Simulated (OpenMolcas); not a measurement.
Pr3+: the spin-orbit constant, worked from levels

* Program: OpenMolcas 26.06
* Basis: ANO-RCC-VQZP [9s8p6d4f3g2h]
* Scalar Hamiltonian: DKH2, point nucleus
* Active space: 2 electrons in 14 orbitals (4f 5f)
* State averaging: 2S+1 = 3 even, 21 roots; 2S+1 = 1 even, 27 roots
* Spin-orbit coupling: state interaction with AMFI integrals over the reference wave functions, term energies averaged over their components

Methods: CASSCF; SS-CASPT2, IPEA 0.25 Eh, imaginary shift 0.1 Eh (closed shells correlated: 5s 5p). Measured levels: Martin, Zalubas and Hagan, Atomic Energy Levels: The Rare-Earth Elements, NSRDS-NBS 60 (1978).

**The spin-orbit constant.** For the Hund term 3H of f2, E(J) = (A/2) J(J+1) + constant and ζ = 2S·A = 2A. From J = 4 to J = 6 the energy changes by 11 A.

```tsv
Source	E(6) - E(4)	A	ζ
CASSCF	4715.9	428.7	857
SS-CASPT2	4729.1	429.9	860
measured	4389.1	399.0	798
```

All in cm-1. SS-CASPT2 is off by +7.7 % and CASSCF by +7.4 %. Both methods take the spin-orbit matrix elements from the reference wave functions, so the second can move ζ only through the term energies and any multistate remixing. Second-order mixing with other terms is absorbed into this ζ.

CASPT2 does not keep the components of a term degenerate, so their means are used; among the terms shown or strongly mixed into the levels shown the widest spread is 42 cm-1 (4f2 3H, SS-CASPT2). Active for correlation alone: 5f; no level in the range computed is led by a configuration that fills it, so any true level of that kind is missing. Without dynamic correlation excited terms often stand tens of per cent too high (terms of higher spin than the ground term too low), and those without a measured partner can miss by more than the paired ones (holds for CASSCF). Measured partners are found by configuration, term and J. A level has none where our copy of the source lacks it or the pairing is in doubt (some pairs that miss far off the trend of their configuration count as doubtful), and it then counts in no deviation. Levels of configurations outside the active space are missing.
